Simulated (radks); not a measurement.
Initial-state core-level shifts of the promethium ion Pm3+ when its valence configuration changes from [Xe] 4f4. Calculated with a radial shooting solver on a logarithmic mesh with Libxc functionals: Dirac Kohn-Sham, PBE, spin-unpolarised, spherical densities, point nucleus; open shells are shared between the two j in proportion to 2j + 1. Shifts are changes of the shell-averaged eigenvalues in eV (positive: less bound).

\begin{tabular}{lrrrr}
valence & 3d & 4s & 4p & 5s \\ \hline
4f2 6p2 & -29.201 & -27.210 & -26.664 & -15.647 \\
4f3 6p1 & -13.810 & -13.024 & -12.782 & -7.738 \\
4f2 6s2 & -27.141 & -25.165 & -24.623 & -13.717 \\
4f2 5d2 & -20.084 & -18.351 & -17.817 & -7.686 \\
4f3 5d1 & -9.484 & -8.786 & -8.546 & -3.825 \\
4f1 5d1 6s2 & -39.042 & -35.610 & -34.720 & -17.733 \\
4f3.5 6p0.5 & -6.684 & -6.340 & -6.228 & -3.833 \\
4f3 6s1 & -12.755 & -11.971 & -11.732 & -6.732 \\
4f2.5 6s1 6p0.5 & -20.285 & -18.957 & -18.573 & -10.699 \\
\end{tabular}
